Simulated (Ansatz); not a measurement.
Relaxation of FGeH₃ (5 atoms, charge 0, multiplicity 1), to a largest force component of 0.03 eV/Å in at most 50 steps.

The calculation used RKS PBE0/def2-SVP (Ansatz).

```xyz
5
Properties=species:S:1:pos:R:3
Ge 0.195 0.000 0.051
F 0.556 0.000 1.714
H 1.711 0.000 -0.130
H -0.573 1.272 -0.352
H -0.573 -1.272 -0.352
```

Question: Where does it end, and by what steps?

Answer: The forces met the threshold. After 4 steps the energy has fallen by 0.399 eV; H3 moved furthest, 0.27 Å.

| step | energy less start (eV) | largest force component (eV/Å) | accepted |
| --- | --- | --- | --- |
| 0 | 0.0000 | 2.136 | yes |
| 1 | -0.3656 | 0.277 | yes |
| 2 | -0.3969 | 0.147 | yes |
| 3 | -0.3990 | 0.124 | yes |
| 4 | -0.3994 | 0.003 | yes |

```xyz
5
Properties=species:S:1:pos:R:3
Ge 0.260 0.000 0.101
F 0.331 0.000 1.844
H 1.712 0.000 -0.398
H -0.493 1.274 -0.308
H -0.493 -1.274 -0.308
```

Whether the end is a true minimum wasn't checked by a vibrational analysis.

Time of the run: 9 s on 1 thread of Arm Neoverse V1 (shared host), peak memory 0.11 GiB.
